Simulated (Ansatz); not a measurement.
`[F][In]([SH])[SH]` + CH₃OH → `C[O][In]([SH])[SH]` + H–F  (ligand exchange at the In–F bond)

Calculated with Ansatz (gas phase, PBE0-D4/def2-TZVP geometries, no zero-point term in ΔE). CCSD(T)/CBS adds triple-zeta CCSD(T) − MP2 to the extrapolated MP2 energy (def2 sets, frozen cores). This one scheme is used for every species. DFT in def2-TZVPP. HSE06 is defined as in plane-wave codes. def2 core potentials past Kr. For In outer-core shells are correlated without core-valence functions, which leaves a few kJ/mol of doubt a bond. Each species was taken in one conformer, which may not be the lowest.

Q: Is it downhill or uphill in electronic energy at CCSD(T)/CBS, and by how much? (An estimate is asked.)

A: Ansatz gave: Uphill: ΔE = +7.3 kcal/mol.

Q: What do these levels give: revPBE-D4, HSE06-D4, CAM-B3LYP-D4, ωB97M-V, r2SCANh, HSE06, CCSD(T)/def2-SVP, HF/def2-TZVPP, CCSD/def2-TZVPP, SCS-MP2/def2-QZVPP, MP2/CBS(def2), CCSD/CBS(def2)? (Best estimate.)

A: The calculation gave: revPBE-D4 8.8, HSE06-D4 9.1, CAM-B3LYP-D4 10.4, ωB97M-V 9.9, r2SCANh 10.2, HSE06 10.3, CCSD(T)/def2-SVP 9.9, HF/def2-TZVPP 13.1, CCSD/def2-TZVPP 8.1, SCS-MP2/def2-QZVPP 7.8, MP2/CBS(def2) 6.2, CCSD/CBS(def2) 8.1 kcal/mol.

Largest T1 diagnostic among the species: 0.015.

The D4 term adds −2.1 kcal/mol with B3LYP and −1.2 kcal/mol with PBE0; it sums over pairs of atoms, weighted by their polarisabilities, and B3LYP, whose exchange is more repulsive, gets the larger term. At CCSD(T), def2-SVP lies +2.6 kcal/mol from the extrapolated value and def2-TZVPP −0.0 kcal/mol. In def2-TZVPP, CCSD(T) changes the Hartree–Fock value by −5.8 kcal/mol (the triples alone add −0.9 kcal/mol) and MP2 by −6.9 kcal/mol.

B3LYP here is the variant with VWN-RPA as its local correlation; programs differ in this.
